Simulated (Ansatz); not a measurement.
Reactions of CH$_{8}$FNOSi$_{2}$ (`C[SiH](F)N[SiH2]O`).

Calculated with Ansatz (gas phase, PBE0-D4/def2-TZVP geometries, no zero-point term in ΔE). CCSD(T)/CBS adds triple-zeta CCSD(T) − MP2 to the extrapolated MP2 energy (def2 sets, frozen cores). This one scheme is used for every species, atoms too. Functionals use def2-TZVPP. No spin–orbit coupling; open shells (•) take unrestricted orbitals. Spin–orbit coupling would lower the free atoms: a little for C, F, O, Si. For Ge outer-core shells are correlated without core-valence functions, so the limit isn't a true one: a few kJ/mol of doubt a bond, and 10 to 20 or more in all where bonds break to atoms. Scalar relativity is left out up to krypton. Each species was taken in one conformer, which may not be the lowest.

| reaction | CCSD/CBS(def2) (eV) | ωB97M-V (eV) |
| --- | --- | --- |
| `C[SiH](F)N[SiH2]O` → `CO[SiH2]N[SiH2]F` | 1.14 | 1.16 |
| `C[SiH](F)N[SiH2]O` → `CO[Si](N)(F)[SiH3]` | 1.72 | 1.72 |
| `C[SiH](F)N[SiH2]O` + H₂ → `C[SiH2]N[SiH2]O` + H–F | 1.44 | 1.51 |
| `C[SiH](F)N[SiH2]O` → C• + F• + 8 H• + N• + O• + 2 Si• | 53.95 | 54.62 |
| `C[SiH](F)N[SiH2]O` + `BB[O][AlH2]` → `BBO[SiH](C)F` + `O[SiH2][NH][AlH2]` | 0.05 | 0.08 |
| `C[SiH](F)N[SiH2]O` → `CN[SiH2]O` + `F[SiH]` | 3.90 | 3.85 |
| `C[SiH](F)N[SiH2]O` + `OCN[SiH3]` → `C[SiH](F)N[SiH3]` + `OCN[SiH2]O` | 0.00 | -0.01 |
| `C[SiH](F)N[SiH2]O` + `CN[SiH](C)O` → `C[SiH](O)N[SiH2]O` + `CN[SiH](C)F` | -0.01 | -0.03 |
| `C[SiH](F)N[SiH2]O` → `CN([SiH2]O)[SiH2]F` | 0.98 | 1.00 |
| `C[SiH](F)N[SiH2]O` + `[OH][GeH2][NH][SiH](O)O` → `C[SiH](F)N[SiH](O)O` + `O[SiH](O)[NH][GeH3]` | -0.72 | -0.70 |

Task: Give the CCSD(T)/CBS values in the same order. (Best estimate.)

Result: Computed: 1.16, 1.71, 1.46, 54.63, 0.05, 3.93, -0.01, -0.02, 0.97, -0.69 eV.

Largest T1 diagnostic: 0.015, for `F[SiH]`.
